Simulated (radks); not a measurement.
Effect of the nuclear size on the gallium ion Ga+, [Ar] 3d10 4s2. All-electron calculation, Dirac Kohn-Sham, LDA (Slater exchange, Perdew-Wang correlation), spin-unpolarised, spherical densities, finite nucleus; Fermi nuclear charge, rms radius 3.9973 fm. Program: a radial shooting solver on a logarithmic mesh with Libxc functionals. The rms radius is varied about that value; shifts are against it.

| rms radius (fm) | total energy shift (eV) | density at nucleus (e/bohr^3) | 1s1/2 shift (meV) | 2s1/2 shift (meV) | 3s1/2 shift (meV) | 3p1/2 shift (meV) |
|---|---|---|---|---|---|---|
| 3.2818 | -0.0917 | 2.844e+04 | -39.0 | -3.75 | -0.549 | 0.060 |
| 3.6415 | -0.0477 | 2.826e+04 | -20.3 | -1.95 | -0.286 | 0.031 |
| 3.9973 | 0 | 2.811e+04 | 0.000 | 0.000 | 0.000 | 0.000 |
| 4.2611 | 0.0381 | 2.8e+04 | 16.2 | 1.56 | 0.228 | -0.025 |
| 4.457 | 0.0679 | 2.793e+04 | 28.8 | 2.78 | 0.406 | -0.044 |

Slopes of the eigenvalues against <r^2> in GHz/fm^2, as finite differences over the two radii next to the reference (eigenvalue slopes, not the field-shift constants of lines): 1s1/2 1800, 2s1/2 173, 3s1/2 25.4, 3p1/2 -2.78.
